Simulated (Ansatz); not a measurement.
Ansatz (an electronic-structure program) input (B3LYP/6-31G*):

Ansatz 0.2 input:
```yaml
crystal:
  periodic: [false, false, false]
  atoms:
    - {symbol: C, position_ang: [-0.00000000, -0.00000000, -1.88659538]}
    - {symbol: C, position_ang: [-0.00000000, -0.00000000, -0.68177999]}
    - {symbol: C, position_ang: [0.00000000, 0.00000000, 0.68177999]}
    - {symbol: C, position_ang: [0.00000000, 0.00000000, 1.88659538]}
    - {symbol: H, position_ang: [-0.00000000, -0.00000000, -2.94883252]}
    - {symbol: H, position_ang: [0.00000000, 0.00000000, 2.94883252]}
basis:
  gaussian:
    orbitals: 6-31G*
hamiltonian:
  xc: {name: B3LYP}
relax: {f_tol: 0.003, max_steps: 120}
```

Output:

```
Functional definition: B3LYP
integrals: 0.02 GiB planned
712 factors; integrals over basis functions are off by at most 3.1e-4 eV
mean field: 0.16 GiB planned
mean field evaluation 1: about -4172.4751 eV, gradient 3.9e1 eV
mean field evaluation 2: about -4173.7537 eV, gradient 3.2e1 eV
mean field evaluation 4: about -4176.4398 eV, gradient 1.0e0 eV
mean field evaluation 8: about -4176.4407 eV, gradient 2.9e-4 eV
a density is far from that of the atoms, so the factors are made again for it
762 factors; integrals over basis functions are off by at most 2.3e-4 eV
mean field: 0.17 GiB planned
mean field evaluation 16: about -4176.4407 eV, gradient 1.2e-5 eV
mean field -4176.44068825 eV, -153.4813643998 hartree, gradient 1.2e-5 eV, S^2 0.000000; 0 other end points of the search recorded, 0 dependent functions left out
the calculation of the forces begins
reference -4176.44088448 eV, -153.4813716114 hartree; 13, 13 occupied and 51, 51 virtual orbitals, 762 factors
relax step   1: F+E_penalty+E_count = -4176.44068825 eV  Δ(F+E_penalty+E_count) = +0.000e0 eV  max|allowed force component| = 6.309e-1 eV/Å  Δτ_max = 0.0000 Å  (39 SCF iters, accepted)
these checks for a lower state are left out or cut short: starts, cluster_reference, orbital_swaps, neighbouring_geometries, increment
integrals: 0.02 GiB planned
712 factors; integrals over basis functions are off by at most 3.3e-4 eV
mean field: 0.16 GiB planned
a density is far from that of the atoms, so the factors are made again for it
762 factors; integrals over basis functions are off by at most 2.3e-4 eV
mean field: 0.17 GiB planned
mean field -4176.44803019 eV, -153.4816342115 hartree, gradient 2.1e-5 eV, S^2 0.000000; 0 other end points of the search recorded, 0 dependent functions left out
the calculation of the forces begins
reference -4176.44822693 eV, -153.4816414415 hartree; 13, 13 occupied and 51, 51 virtual orbitals, 762 factors
relax step   2: F+E_penalty+E_count = -4176.44803019 eV  Δ(F+E_penalty+E_count) = -7.342e-3 eV  max|allowed force component| = 5.725e-2 eV/Å  Δτ_max = 0.0131 Å  (40 SCF iters, accepted)
these checks for a lower state are left out or cut short: starts, cluster_reference, orbital_swaps, neighbouring_geometries, increment
integrals: 0.02 GiB planned
712 factors; integrals over basis functions are off by at most 3.3e-4 eV
mean field: 0.16 GiB planned
mean field evaluation 32: about -4176.4481 eV, gradient 2.7e-5 eV
a density is far from that of the atoms, so the factors are made again for it
762 factors; integrals over basis functions are off by at most 2.3e-4 eV
mean field: 0.17 GiB planned
mean field -4176.44808254 eV, -153.4816361351 hartree, gradient 2.0e-5 eV, S^2 0.000000; 0 other end points of the search recorded, 0 dependent functions left out
the calculation of the forces begins
reference -4176.44827931 eV, -153.4816433664 hartree; 13, 13 occupied and 51, 51 virtual orbitals, 762 factors
relax step   3: F+E_penalty+E_count = -4176.44808254 eV  Δ(F+E_penalty+E_count) = -5.234e-5 eV  max|allowed force component| = 1.615e-2 eV/Å  Δτ_max = 0.0010 Å  (34 SCF iters, accepted)
these checks for a lower state are left out or cut short: starts, cluster_reference, orbital_swaps, neighbouring_geometries, increment
integrals: 0.02 GiB planned
712 factors; integrals over basis functions are off by at most 3.3e-4 eV
mean field: 0.16 GiB planned
a density is far from that of the atoms, so the factors are made again for it
762 factors; integrals over basis functions are off by at most 2.3e-4 eV
mean field: 0.17 GiB planned
mean field -4176.44808431 eV, -153.4816362002 hartree, gradient 2.1e-5 eV, S^2 0.000000; 0 other end points of the search recorded, 0 dependent functions left out
the calculation of the forces begins
reference -4176.44828109 eV, -153.4816434316 hartree; 13, 13 occupied and 51, 51 virtual orbitals, 762 factors
relax step   4: F+E_penalty+E_count = -4176.44808431 eV  Δ(F+E_penalty+E_count) = -1.771e-6 eV  max|allowed force component| = 2.264e-3 eV/Å  Δτ_max = 0.0001 Å  (34 SCF iters, accepted)
integrals: 0.02 GiB planned
712 factors; integrals over basis functions are off by at most 3.3e-4 eV
mean field: 0.16 GiB planned
mean field evaluation 64: about -4176.4481 eV, gradient 7.5e-5 eV
a density is far from that of the atoms, so the factors are made again for it
762 factors; integrals over basis functions are off by at most 2.3e-4 eV
mean field: 0.17 GiB planned
mean field -4176.44808431 eV, -153.4816362002 hartree, gradient 2.2e-5 eV, S^2 0.000000; 0 other end points of the search recorded, 0 dependent functions left out
the calculation of the forces begins
reference -4176.44828109 eV, -153.4816434316 hartree; 13, 13 occupied and 51, 51 virtual orbitals, 762 factors
Total energy: -4176.44828109 eV, -153.4816434316 hartree
Atom 0 at    -0.000000     0.000000    -1.896618 Å, force     0.000000     0.000000    -0.000262 eV/Å
Atom 1 at    -0.000000    -0.000000    -0.684368 Å, force    -0.000000    -0.000000    -0.002266 eV/Å
Atom 2 at     0.000000    -0.000000     0.684368 Å, force    -0.000000     0.000000     0.002266 eV/Å
Atom 3 at     0.000000    -0.000000     1.896618 Å, force     0.000000    -0.000000     0.000262 eV/Å
Atom 4 at     0.000000     0.000000    -2.963014 Å, force    -0.000000    -0.000000     0.000660 eV/Å
Atom 5 at    -0.000000     0.000000     2.963014 Å, force    -0.000000     0.000000    -0.000660 eV/Å
Dipole moment:     0.000000    -0.000000     0.000000 e Å
```

The geometry given is a B3LYP-D3(BJ)/def2-TZVP minimum.
